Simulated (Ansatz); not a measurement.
```yaml
crystal:
  periodic: [false, false, false]
  atoms:
    - {symbol: C, position_ang: [-1.277779, -0.377081, 0.030798]}
    - {symbol: C, position_ang: [0.309623, -0.478813, -0.144602]}
    - {symbol: B, position_ang: [1.133744, 0.906667, 0.118134]}
    - {symbol: F, position_ang: [0.504908, 2.084634, 0.476406]}
    - {symbol: Br, position_ang: [3.148409, 0.988366, -0.063468]}
    - {symbol: H, position_ang: [-1.730043, 0.387959, -0.693554]}
    - {symbol: H, position_ang: [-1.560814, -0.047724, 1.091884]}
    - {symbol: H, position_ang: [-1.782960, -1.386705, -0.167766]}
    - {symbol: H, position_ang: [0.588163, -0.850874, -1.198964]}
    - {symbol: H, position_ang: [0.753897, -1.280191, 0.554283]}
basis:
  gaussian: {orbitals: def2-TZVP}
total_charge: 3
magnetization: {spin_polarized: true, initial_magnetization: 1}
hamiltonian: {xc: {name: r2SCAN}, dispersion: d3bj}
```

```sh
$ ansatz run in.yaml --threads 4 --pin off --events-out ev --progress --plain --max-ram 10444MiB
```

Output, abridged:

```
Warning: the engine holds no damping parameters fitted to this dispersion correction and functional, so the run takes those fitted to r2scan beside the three-body term, which d3bj leaves out (hamiltonian.dispersion, under Limitations)
Functional definition: r2SCAN
1281 factors; their error is unknown
mean field evaluation 1: about -75472.8527 eV, gradient 1.1e2 eV
mean field evaluation 2: about -74129.3822 eV, gradient 4.0e2 eV
mean field evaluation 4: about -75456.2348 eV, gradient 1.1e2 eV
mean field evaluation 8: about -75529.9252 eV, gradient 3.5e1 eV
mean field evaluation 16: about -75546.7593 eV, gradient 1.5e0 eV
mean field evaluation 32: about -75546.8074 eV, gradient 9.3e-6 eV
mean field -75546.84092229 eV, -2776.2951964063 hartree, gradient 3.5e-6 eV, S^2 1.743523; 22 other end points of the search recorded, 0 dependent functions left out
reference -75546.84093556 eV, -2776.2951968938 hartree; 32, 31 occupied and 170, 171 virtual orbitals, 1281 factors
Total energy: -75546.89490771 eV, -2776.2971803337 hartree
```

(1) What is wrong with this run?

Answers

(1) The charge is far from anything that the molecule holds. The calculation finished and met its thresholds. The result belongs to that input, not to the molecule as meant.
